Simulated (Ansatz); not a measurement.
The cluster Mg3Al3⁺. The state is a singlet with charge 1. Geometry PBE0-D4/def2-SVP, basis def2-TZVP, Ansatz.

```xyz
6

Al    1.983    1.050   -0.793
Al   -0.145   -0.073    0.216
Al    0.074    0.267   -2.362
Mg   -1.510   -0.977    2.314
Mg   -2.215   -0.954   -1.343
Mg    1.814    0.687    1.967
```

```
run  HOMO (eV)  LUMO (eV)
  A      -7.78      -6.89
  B      -8.38      -6.30
  C      -7.95      -6.66
  D      -8.30      -6.33
  E      -7.88      -6.82
  F      -8.09      -6.45
```

B3LYP takes the VWN-RPA correlation. HSE06 is defined as in plane-wave codes, on full-range PBE exchange. Another isomer (singlet) lies 0.33 eV lower at PBE0-D4/def2-TZVP; other spin states weren't run for this one.

Task: The runs used B3LYP, HSE06, PBE, PBE0, r2SCAN, r2SCAN0. Estimate which is which.

Result: A PBE (0 % exact exchange); B r2SCAN0 (25 % exact exchange); C HSE06 (range-separated); D PBE0 (25 % exact exchange); E r2SCAN (0 % exact exchange); F B3LYP (20 % exact exchange). Exact exchange lowers occupied and raises empty levels; among semilocal functionals meta-GGAs tend to open the gap a little, and such runs are hard to tell apart. The gap grows from 0.89 eV (PBE) to 2.08 eV (r2SCAN0). The restricted singlet is unstable towards broken spin symmetry in Hartree–Fock (as tested in another run); at PBE-D4/def2-TZVP, r2SCAN0-D4/def2-TZVP, HSE06-D4/def2-TZVP, PBE0-D4/def2-TZVP and others this wasn't settled.
